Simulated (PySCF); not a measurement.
In(OH) (HInO), SMILES [OH][In] (connectivity only; charge and spin as stated), neutral, multiplicity 1.

Geometry: B3LYP-D3(BJ)/def2-TZVP. The geometry has at least one imaginary mode, so it is a saddle point at that level. The def2 effective core potentials stand for the cores of In; spin–orbit coupling is left out.

Computed with B3LYP-D3(BJ)/def2-TZVP (PySCF).

Frequencies are harmonic and unscaled.

Modes within 1.5 cm⁻¹ of each other (mostly degenerate sets) share a row, with their intensities summed.

Computed vibrational spectrum:
```json
[
 {"mode": "1–2", "ν (cm⁻¹)": "292i", "IR (km/mol)": "409.5", "Raman (Å⁴/amu)": "4.6", "depolarisation": "0.75", "moving atoms (share of kinetic energy)": "H 88 %, O 12 %"},
 {"mode": "3", "ν (cm⁻¹)": "557", "IR (km/mol)": "144.8", "Raman (Å⁴/amu)": "6.0", "depolarisation": "0.74", "moving atoms (share of kinetic energy)": "O 82 %, In 13 %"},
 {"mode": "4", "ν (cm⁻¹)": "3894", "IR (km/mol)": "30.7", "Raman (Å⁴/amu)": "549.0", "depolarisation": "0.33", "moving atoms (share of kinetic energy)": "H 94 %"}
]
```
